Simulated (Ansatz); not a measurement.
Process, species as SMILES: [BH] (BH) (closed-shell singlet) → B atom + H atom
B3LYP-D3(BJ)/def2-TZVP geometries, fixed; electronic energies without zero-point terms.

Energies in hartree at r2SCAN with Ansatz (a first-principles code); the atomisation energy is their sum with the coefficients shown, times 627.509 kcal/mol a hartree. All functions are spherical. Open shells are unrestricted. No added dispersion term, no relativity.

| species | coefficient | part | cc-pVDZ | cc-pVTZ | cc-pVQZ |
|---|---|---|---|---|---|
| [BH] (BH) (closed-shell singlet) | -1 | r2SCAN | -25.25743 | -25.26295 | -25.26440 |
| B atom | +1 | r2SCAN | -24.63416 | -24.63650 | -24.63777 |
| H atom | +1 | r2SCAN | -0.49921 | -0.49993 | -0.50009 |

Task: Predict the atomisation energy in cc-pV5Z (X = 5): let each r2SCAN step shrink by the ratio of the last two. Compare with the run.

Result: 
- [BH] (BH) (closed-shell singlet): steps -0.00552 and -0.00145, ratio 0.263, so r2SCAN -25.26478 (run: -25.26494).
- B atom: steps -0.00234 and -0.00127, ratio 0.543, so r2SCAN -24.63846 (run: -24.63816).
- H atom: steps -0.00072 and -0.00016, ratio 0.222, so r2SCAN -0.50013 (run: -0.50016).
Predicted 79.19 kcal/mol; the run in cc-pV5Z gives 79.46, a miss of -0.27. Keeping the value in cc-pVQZ, 79.41, would miss by -0.05. All sums are of the energies as printed.
